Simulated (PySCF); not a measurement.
# MZr cations for M along the halogens

MP2 with triple-zeta basis sets in PySCF, for the lowest determinant that a PBE0 search found; no spin–orbit coupling. De refers to high-spin ground-configuration atoms (the charge goes to the atom of lower measured ionisation energy or higher electron affinity, which is not always the lowest computed limit).

| M | basis | reference, frozen orbitals | charged atom | state (unpaired electrons) | Re (Å) | ωe (cm⁻¹) | De (eV) |
| --- | --- | --- | --- | --- | --- | --- | --- |
| F | def2-TZVPPD | UHF, 1 | Zr+ | triplet (σ ↑, δ ↑) | 1.817 | 770 | n/a |
| Cl | def2-TZVPPD | UHF, 5 | Zr+ | triplet (σ ↑, δ ↑) | 2.222 | 484 | n/a |
| Br | def2-TZVPPD | UHF, 9 | Zr+ | triplet (σ ↑, δ ↑) | 2.364 | 351 | n/a |

The shortest bond is that of ZrF⁺ (1.817 Å), the longest that of ZrBr⁺ (2.364 Å).

Down a group the atoms grow and get heavier, so bonds lengthen and wavenumbers fall; this series shows no clear exception.

Correlated steps freeze the inner cores (1 to 9 orbitals); shallow outer-core shells are correlated. Spin–orbit coupling is left out, which matters for elements this heavy, above all for dissociation energies. The state is the lowest single determinant that the PBE0 search found; with open d or f shells the true ground state can be another one.
